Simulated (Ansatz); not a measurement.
Computed with Ansatz on PBE0-D4/def2-TZVP structures; ΔE is electronic, products minus reactants. CCSD(T)/CBS is the MP2 limit (def2-TZVPP, def2-QZVPP) plus CCSD(T) − MP2 in def2-TZVPP, frozen cores. Functionals use def2-TZVPP. B3LYP here is the variant with VWN-RPA as its local correlation; programs differ in this. For Ge, Se outer-core shells are correlated without core-valence functions, which leaves a few kJ/mol of doubt a bond. Scalar relativity is left out up to krypton. Each species was taken in one conformer, which may not be the lowest.

Reaction (substitution at a C–B bond): `CB1O[SiH]1N` + `[CH3][GeH2][SeH]` → `[CH3][GeH2][Se]C` + `N[SiH]1BO1`

`CB1O[SiH]1N`:

```xyz
11

C     1.807   -0.505   -1.212
B     0.606   -0.422   -0.239
O     0.533   -0.434    1.113
Si   -1.110   -0.251    0.553
N    -1.939    1.186    0.905
H     1.676   -1.335   -1.912
H     2.756   -0.631   -0.684
H     1.862    0.401   -1.824
H    -1.932   -1.353    1.102
H    -2.587    1.265    1.670
H    -1.672    2.079    0.528
```

`[CH3][GeH2][SeH]`:

Cartesian coordinates in Å:
```
C -0.151 -1.100 0.614
Ge -0.210 0.269 -0.772
Se 0.060 2.422 0.165
H 0.819 -1.088 1.111
H -0.928 -0.908 1.355
H -0.310 -2.086 0.174
H -1.587 0.332 -1.453
H 0.885 0.032 -1.828
H 1.421 2.128 0.633
```

`[CH3][GeH2][Se]C`:

Z-matrix (Å, degrees):
```
C
Ge 1 1.952
H 1 1.091 2 110.3
H 1 1.092 2 110.1 3 119.8
H 1 1.090 2 109.8 3 -120.0
Se 2 2.351 1 111.3 3 60.8
H 2 1.543 1 110.1 3 -59.5
H 2 1.538 1 111.3 3 178.3
C 6 1.957 2 96.8 1 -65.9
H 9 1.089 6 106.4 2 -176.7
H 9 1.088 6 110.8 2 64.7
H 9 1.089 6 110.3 2 -58.1
```

`N[SiH]1BO1`:

```xyz
8

N     1.432    0.518   -0.060
Si   -0.132    0.175    0.490
B    -1.302   -1.151   -0.175
O    -1.437    0.093   -0.673
H     1.839    1.436   -0.002
H     1.955   -0.104   -0.652
H    -0.465    1.187    1.513
H    -1.889   -2.154   -0.441
```

```
             level  ΔE (kcal/mol)  difference from CCSD(T)/CBS
           PBE0-D4           16.4                          1.3
          B3LYP-D4           15.5                          0.4
           ωB97M-V           16.1                          1.0
               PBE           16.5                          1.4
              PBE0           16.9                          1.8
             B3LYP           16.4                          1.3
CCSD(T)/def2-TZVPP           15.2                          0.1
     HF/def2-QZVPP           16.3                          1.2
SCS-MP2/def2-QZVPP           14.2                         -0.9
      HF/CBS(def2)           16.3                          1.2
       CCSD(T)/CBS           15.1                            0
```

Largest T1 diagnostic among the species: 0.015.

In def2-TZVPP, CCSD(T) changes the Hartree–Fock value by −1.1 kcal/mol (the triples alone add −0.3 kcal/mol) and MP2 by −1.6 kcal/mol. The D4 term adds −0.9 kcal/mol with B3LYP and −0.5 kcal/mol with PBE0; it sums over pairs of atoms, weighted by their polarisabilities, and B3LYP, whose exchange is more repulsive, gets the larger term.
